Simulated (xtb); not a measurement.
F₂OTa (SMILES [O]=[Ta+]([F])[F]), charge +1, singlet, geometry from GFN2-xTB (such geometries of metal compounds can be far from the true shape) (the multiplicity is a formal guess).

The xtb input:
```
$ xtb mol.xyz --gfn 2 --chrg 1 --hess --json

# file mol.xyz
4

Ta     0.11123795     0.17488120     0.06889468
O      1.32045398    -0.96533351    -0.49187575
F     -0.96211147    -0.84678775     1.25488391
F     -1.11388880     0.28638115    -1.37647346
```

Problem. What does this run give for the harmonic frequencies (imaginary ones negative), partial charges in atom order, HOMO-LUMO gap, zero-point energy?

Solution. 
The harmonic frequencies (imaginary ones negative) is 129, 178, 188, 347, 353, 671 cm⁻¹. The partial charges in atom order is Ta1 1.59, O2 -0.23, F3 -0.18, F4 -0.18. The HOMO-LUMO gap is 2.09 eV and the zero-point energy is 2.7 kcal/mol.
